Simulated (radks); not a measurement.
The numbers below are computed, except where a source is named.
Task: As2+, configuration [Ar] 3d10 4s2 4p1 (the NIST ground configuration). Code: a radial shooting solver on a logarithmic mesh with Libxc functionals. Model: Dirac Kohn-Sham, BLYP, spin-unpolarised, spherical densities, finite nucleus; open shells fill j = l - 1/2 first; Fermi nuclear charge, rms radius 4.0968 fm. Some entries of the table are withheld. Estimate them.

orbital  occ.  eigenvalue (eV)  <1/r> (bohr^-1)  r(max) (bohr)
1s1/2       2        -11740.17            33.47        0.02973
2s1/2       2        -1507.687            7.416         0.1702
2p1/2       2              (1)            7.381         0.1342
2p3/2       4              (2)            7.166         0.1372
3s1/2       2              (3)            2.395         0.5216
3p1/2       2              (4)            2.272            (5)
3p3/2       4              (6)            2.220            (7)
3d3/2       4         -62.1405            1.920         0.4744
3d5/2       6         -61.4082            1.906         0.4772
4s1/2       2         -33.3792           0.7302          1.561
4p1/2       1         -22.8765           0.6114            (8)
4p3/2       0         -22.4733           0.6014            (9)

Result: 
(1) 2p1/2 eigenvalue (eV): -1349.604
(2) 2p3/2 eigenvalue (eV): -1313.006
(3) 3s1/2 eigenvalue (eV): -211.1466
(4) 3p1/2 eigenvalue (eV): -158.0478
(5) 3p1/2 r(max) (bohr): 0.5150
(6) 3p3/2 eigenvalue (eV): -153.0116
(7) 3p3/2 r(max) (bohr): 0.5236
(8) 4p1/2 r(max) (bohr): 1.800
(9) 4p3/2 r(max) (bohr): 1.829
